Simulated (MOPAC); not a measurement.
MOPAC input (PM7):

```
PM7 PRECISE GNORM=0.05 LET XYZ GEO-OK AUX(PRECISION=9) THREADS=1
C5H12Se

C    -3.99220300 1    0.49652700 1   -0.11591100 1
C    -2.64163000 1    0.87135900 1    0.48752800 1
C    -1.48055900 1    0.09533800 1   -0.13529600 1
C    -0.13740600 1    0.47263800 1    0.46953400 1
Se    1.32054200 1   -0.55715000 1   -0.37007100 1
C     2.78649100 1    0.22334500 1    0.67330400 1
H    -4.80457800 1    1.06224900 1    0.34352100 1
H    -4.01152400 1    0.69703900 1   -1.18969000 1
H    -4.20388200 1   -0.56593200 1    0.02533900 1
H    -2.65826300 1    0.68995700 1    1.56686900 1
H    -2.46719900 1    1.94442700 1    0.36001900 1
H    -1.65158800 1   -0.97773900 1   -0.00588500 1
H    -1.46031800 1    0.27808600 1   -1.21403900 1
H    -0.11742000 1    0.26268400 1    1.53946400 1
H     0.07582000 1    1.53144100 1    0.31886800 1
H     2.64575400 1    0.01595000 1    1.73200500 1
H     3.70588800 1   -0.24642600 1    0.33055300 1
H     2.84073200 1    1.29611800 1    0.50043300 1
```

Output:

```
 *******************************************************************************
 **                                                                           **
 **                              MOPAC v23.2.5                                **
 **                                                                           **
 *******************************************************************************
 ** MOPAC's Digital Object Identifier: https://doi.org/10.5281/zenodo.6511958 **
 **                                                                           **
 ** Please cite the open-source release paper for use of this MOPAC version:  **
 ** J. E. Moussa and J. J. P. Stewart (2026)                                  **
 ** MOPAC: An open-source semiempirical molecular orbital program             **
 ** J. Open Source Softw., 11(119), 8025, https://doi.org/10.21105/joss.08025 **
 *******************************************************************************

                              PM7 CALCULATION RESULTS

 *******************************************************************************
 *  PM7        - The PM7 Hamiltonian to be used
 *  GEO-OK     - OVERRIDE INTERATOMIC DISTANCE AND OTHER SAFETY CHECKS
 *  LET        - OVERRIDE SOME SAFETY CHECKS
 *  PRECISE    - TIGHTER CRITERIA TO BE USED
 *  XYZ        - CARTESIAN COORDINATE SYSTEM TO BE USED
 *  GNORM      - EXIT WHEN GRADIENT NORM DROPS BELOW 0.050
 *  AUX        - OUTPUT AUXILIARY INFORMATION
 *******************************************************************************
PM7 PRECISE GNORM=0.05 LET XYZ GEO-OK AUX(PRECISION=9) THREADS=1
 C5H12Se

   ATOM   CHEMICAL          X               Y               Z
  NUMBER   SYMBOL      (ANGSTROMS)     (ANGSTROMS)     (ANGSTROMS)

     1       C         -3.99220300  *   0.49652700  *  -0.11591100  *
     2       C         -2.64163000  *   0.87135900  *   0.48752800  *
     3       C         -1.48055900  *   0.09533800  *  -0.13529600  *
     4       C         -0.13740600  *   0.47263800  *   0.46953400  *
     5      Se          1.32054200  *  -0.55715000  *  -0.37007100  *
     6       C          2.78649100  *   0.22334500  *   0.67330400  *
     7       H         -4.80457800  *   1.06224900  *   0.34352100  *
     8       H         -4.01152400  *   0.69703900  *  -1.18969000  *
     9       H         -4.20388200  *  -0.56593200  *   0.02533900  *
    10       H         -2.65826300  *   0.68995700  *   1.56686900  *
    11       H         -2.46719900  *   1.94442700  *   0.36001900  *
    12       H         -1.65158800  *  -0.97773900  *  -0.00588500  *
    13       H         -1.46031800  *   0.27808600  *  -1.21403900  *
    14       H         -0.11742000  *   0.26268400  *   1.53946400  *
    15       H          0.07582000  *   1.53144100  *   0.31886800  *
    16       H          2.64575400  *   0.01595000  *   1.73200500  *
    17       H          3.70588800  *  -0.24642600  *   0.33055300  *
    18       H          2.84073200  *   1.29611800  *   0.50043300  *

          CARTESIAN COORDINATES

    NO.       ATOM           X           Y           Z

     1         C         -3.9922      0.4965     -0.1159
     2         C         -2.6416      0.8714      0.4875
     3         C         -1.4806      0.0953     -0.1353
     4         C         -0.1374      0.4726      0.4695
     5        Se          1.3205     -0.5572     -0.3701
     6         C          2.7865      0.2233      0.6733
     7         H         -4.8046      1.0622      0.3435
     8         H         -4.0115      0.6970     -1.1897
     9         H         -4.2039     -0.5659      0.0253
    10         H         -2.6583      0.6900      1.5669
    11         H         -2.4672      1.9444      0.3600
    12         H         -1.6516     -0.9777     -0.0059
    13         H         -1.4603      0.2781     -1.2140
    14         H         -0.1174      0.2627      1.5395
    15         H          0.0758      1.5314      0.3189
    16         H          2.6458      0.0160      1.7320
    17         H          3.7059     -0.2464      0.3306
    18         H          2.8407      1.2961      0.5004

 General Reference for PM7:
 "Optimization of Parameters for Semiempirical Methods VI: More Modifications to the
 NDDO Approximations and Re-optimization of Parameters", J. J. P. Stewart, J. Mol. Mod., 1:32, 19 (2013)
 https://link.springer.com/article/10.1007/s00894-012-1667-x

           Empirical Formula: C5 H12 Se  =    18 atoms

      MOLECULAR POINT GROUP   :   Cs

      RHF CALCULATION, NO. OF DOUBLY OCCUPIED LEVELS = 19

          Geometry optimization using EF

          DIAGONAL MATRIX USED AS START HESSIAN

 CYCLE:     1  GRAD.:    25.274 HEAT: -30.05939
 CYCLE:     2  GRAD.:    59.582 HEAT: -28.67567
 CYCLE:     3  GRAD.:    47.894 HEAT: -29.58615
 CYCLE:     4  GRAD.:    87.753 HEAT: -26.31703
 CYCLE:     5  GRAD.:    48.628 HEAT: -29.76737
 CYCLE:     6  GRAD.:   133.202 HEAT: -21.18308
 CYCLE:     7  GRAD.:    44.512 HEAT: -29.88142
 CYCLE:     8  GRAD.:   189.216 HEAT: -15.05102
 CYCLE:     9  GRAD.:    28.723 HEAT: -30.45500
 CYCLE:    10  GRAD.:   131.784 HEAT: -23.56078
 CYCLE:    11  GRAD.:    18.883 HEAT: -30.64543
 CYCLE:    12  GRAD.:    78.945 HEAT: -27.99872
 CYCLE:    13  GRAD.:     9.103 HEAT: -30.78181
 CYCLE:    14  GRAD.:    47.862 HEAT: -29.92915
 CYCLE:    15  GRAD.:     2.680 HEAT: -30.81472
 CYCLE:    16  GRAD.:     6.063 HEAT: -30.79862
 CYCLE:    17  GRAD.:     2.792 HEAT: -30.82020
 CYCLE:    18  GRAD.:     9.504 HEAT: -30.78170
 CYCLE:    19  GRAD.:     1.681 HEAT: -30.82505
 CYCLE:    20  GRAD.:     5.011 HEAT: -30.81468
 CYCLE:    21  GRAD.:     0.848 HEAT: -30.82883
 CYCLE:    22  GRAD.:     1.348 HEAT: -30.82982
 CYCLE:    23  GRAD.:     1.236 HEAT: -30.83264
 CYCLE:    24  GRAD.:     2.375 HEAT: -30.83568
 CYCLE:    25  GRAD.:     3.799 HEAT: -30.83540
 CYCLE:    26  GRAD.:     2.689 HEAT: -30.83827
 CYCLE:    27  GRAD.:     0.963 HEAT: -30.84373
 CYCLE:    28  GRAD.:     0.961 HEAT: -30.84589
 CYCLE:    29  GRAD.:     3.125 HEAT: -30.84598
 CYCLE:    30  GRAD.:     1.186 HEAT: -30.85390
 CYCLE:    31  GRAD.:     2.250 HEAT: -30.85356
 CYCLE:    32  GRAD.:     1.875 HEAT: -30.85413
 CYCLE:    33  GRAD.:     1.373 HEAT: -30.85525
 CYCLE:    34  GRAD.:     2.626 HEAT: -30.85300
 CYCLE:    35  GRAD.:     0.254 HEAT: -30.85625
 CYCLE:    36  GRAD.:     0.219 HEAT: -30.85645
 CYCLE:    37  GRAD.:     0.369 HEAT: -30.85681
 CYCLE:    38  GRAD.:     1.189 HEAT: -30.85643
 CYCLE:    39  GRAD.:     0.103 HEAT: -30.85709
 CYCLE:    40  GRAD.:     0.075 HEAT: -30.85713
 CYCLE:    41  GRAD.:     0.064 HEAT: -30.85720
 CYCLE:    42  GRAD.:     0.021 HEAT: -30.85722

     GRADIENT =  0.02114 IS LESS THAN CUTOFF =  0.05000

 -------------------------------------------------------------------------------
 PM7 PRECISE GNORM=0.05 LET XYZ GEO-OK AUX(PRECISION=9) THREADS=1
 C5H12Se

     GEOMETRY OPTIMISED USING EIGENVECTOR FOLLOWING (EF).
     SCF FIELD WAS ACHIEVED

                              PM7 CALCULATION
                                                       MOPAC v23.2.5 Linux

          FINAL HEAT OF FORMATION =        -30.85722 KCAL/MOL =    -129.10659 KJ/MOL

          COSMO AREA              =        165.60 SQUARE ANGSTROMS
          COSMO VOLUME            =        157.37 CUBIC ANGSTROMS

          GRADIENT NORM           =          0.02114          =       0.00498 PER ATOM
          IONIZATION POTENTIAL    =          7.865841 EV
          HOMO LUMO ENERGIES (EV) =         -7.866  0.253
          NO. OF FILLED LEVELS    =         19
          MOLECULAR WEIGHT        =        151.1098         POINT GROUP:  Cs

          MOLECULAR DIMENSIONS (Angstroms)

            Atom       Atom       Distance
            H    17    H     7     8.57007
            H     9    H    18     2.97303
            H    16    H     8     2.84595

          SCF CALCULATIONS        =         43

   ATOM   CHEMICAL          X               Y               Z
  NUMBER   SYMBOL      (ANGSTROMS)     (ANGSTROMS)     (ANGSTROMS)

     1       C         -3.96160461  *   0.47099445  *  -0.13760693  *
     2       C         -2.63126480  *   0.87732351  *   0.49536612  *
     3       C         -1.46510481  *   0.09551178  *  -0.13266993  *
     4       C         -0.15005749  *   0.50533749  *   0.50151455  *
     5      Se          1.28859501  *  -0.53619350  *  -0.35334830  *
     6       C          2.78692828  *   0.19714249  *   0.64615135  *
     7       H         -4.79700789  *   1.02456281  *   0.30555310  *
     8       H         -3.97065728  *   0.66943448  *  -1.21521973  *
     9       H         -4.16351094  *  -0.59681574  *   0.00296148  *
    10       H         -2.66063402  *   0.69881132  *   1.58674430  *
    11       H         -2.46791403  *   1.96418936  *   0.36939800  *
    12       H         -1.63710721  *  -0.99225127  *  -0.00788826  *
    13       H         -1.44421891  *   0.27423029  *  -1.22629103  *
    14       H         -0.11971508  *   0.29304692  *   1.57277829  *
    15       H          0.07383663  *   1.56390900  *   0.35016229  *
    16       H          2.67379319  *  -0.00962463  *   1.70259990  *
    17       H          3.66903795  *  -0.30598283  *   0.26281976  *
    18       H          2.86768980  *   1.26337972  *   0.47793205  *

                             CARTESIAN COORDINATES

   1    C       -3.961604607     0.470994445    -0.137606934
   2    C       -2.631264799     0.877323507     0.495366119
   3    C       -1.465104810     0.095511785    -0.132669933
   4    C       -0.150057494     0.505337488     0.501514548
   5   Se        1.288595009    -0.536193501    -0.353348304
   6    C        2.786928279     0.197142487     0.646151353
   7    H       -4.797007891     1.024562809     0.305553099
   8    H       -3.970657282     0.669434485    -1.215219727
   9    H       -4.163510944    -0.596815745     0.002961481
  10    H       -2.660634023     0.698811318     1.586744302
  11    H       -2.467914028     1.964189361     0.369398003
  12    H       -1.637107214    -0.992251266    -0.007888260
  13    H       -1.444218909     0.274230291    -1.226291028
  14    H       -0.119715084     0.293046920     1.572778289
  15    H        0.073836632     1.563908996     0.350162290
  16    H        2.673793186    -0.009624630     1.702599896
  17    H        3.669037949    -0.305982832     0.262819759
  18    H        2.867689798     1.263379721     0.477932052

           Empirical Formula: C5 H12 Se  =    18 atoms

      MOLECULAR POINT GROUP   :   Cs

                  EIGENVALUES
 -28.85157 -26.15466 -24.96378 -21.96876 -20.34378 -20.08723 -16.51598 -14.93680
 -14.68965 -14.51335 -14.16252 -13.76538 -12.64009 -12.39662 -12.16201 -11.33419
 -10.76214  -9.92581  -7.86584   0.25259   0.67739   3.95068   4.41554   4.68026
   5.28114   5.58589   5.59333   5.64194   5.84491   5.92423   6.15013   6.37427
   6.56449   6.61424   6.75989   7.01006

              NET ATOMIC CHARGES AND DIPOLE CONTRIBUTIONS

  ATOM NO.   TYPE          CHARGE      No. of ELECS.   s-Pop       p-Pop
    1          C          -0.439606        4.4396     1.05201     3.38759
    2          C          -0.247235        4.2472     1.05617     3.19107
    3          C          -0.258079        4.2581     1.05540     3.20268
    4          C          -0.399551        4.3996     1.07735     3.32220
    5         Se           0.146652        5.8533     1.94858     3.90476
    6          C          -0.582222        4.5822     1.06598     3.51624
    7          H           0.141667        0.8583     0.85833
    8          H           0.143069        0.8569     0.85693
    9          H           0.143070        0.8569     0.85693
   10          H           0.135117        0.8649     0.86488
   11          H           0.135117        0.8649     0.86488
   12          H           0.143654        0.8563     0.85635
   13          H           0.143654        0.8563     0.85635
   14          H           0.152467        0.8475     0.84753
   15          H           0.152467        0.8475     0.84753
   16          H           0.161067        0.8389     0.83893
   17          H           0.167624        0.8324     0.83238
   18          H           0.161069        0.8389     0.83893
 DIPOLE           X         Y         Z       TOTAL
 POINT-CHG.    -0.393     0.010    -0.052     0.397
 HYBRID         0.122     0.672     0.718     0.991
 SUM           -0.271     0.682     0.666     0.991

          ATOMIC ORBITAL ELECTRON POPULATIONS

     Atom    s        px        py        pz
    1  C   1.05201   1.07034   1.16505   1.15221
    2  C   1.05617   0.97751   1.10805   1.10551
    3  C   1.05540   0.97292   1.11789   1.11187
    4  C   1.07735   1.03998   1.14266   1.13956
    5 Se   1.94858   0.91220   1.51703   1.47553
    6  C   1.06598   1.15748   1.18384   1.17492
    7  H   0.85833
    8  H   0.85693
    9  H   0.85693
   10  H   0.86488
   11  H   0.86488
   12  H   0.85635
   13  H   0.85635
   14  H   0.84753
   15  H   0.84753
   16  H   0.83893
   17  H   0.83238
   18  H   0.83893

 **********************
 *                    *
 * JOB ENDED NORMALLY *
 *                    *
 **********************

 == MOPAC DONE ==
```

The geometry given is a B3LYP-D3(BJ)/def2-TZVP minimum.
